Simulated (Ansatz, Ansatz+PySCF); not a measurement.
```xyz
3

Si    0.0000    0.2470   -1.5276
C     0.0000   -0.4941    0.0000
Si    0.0000    0.2470    1.5276
```

Basis set: def2-SVP (spherical functions). Correlated methods keep 11 orbitals frozen. Charge 0, multiplicity 1.

Computed with Ansatz (development build ahead of 0.2.0); each method stands on the lowest determinant of its kind that the runs found. Restricted open shells among the atoms or ions are ROHF, correlated in semicanonical orbitals with singles.

Q: Give the atomization energy at this shape (free ground-state atoms in the same class of orbitals less the molecule, no zero-point energy) of singlet Si₂C by RHF-CCSD(T), UHF-MP2, RHF-MP2, RHF, UHF.

A:

| method | atomization energy |
| --- | --- |
| RHF-CCSD(T) | 10.11 eV |
| UHF-MP2 | 10.56 eV |
| RHF-MP2 | 10.58 eV |
| RHF | 7.00 eV |
| UHF | 6.71 eV |
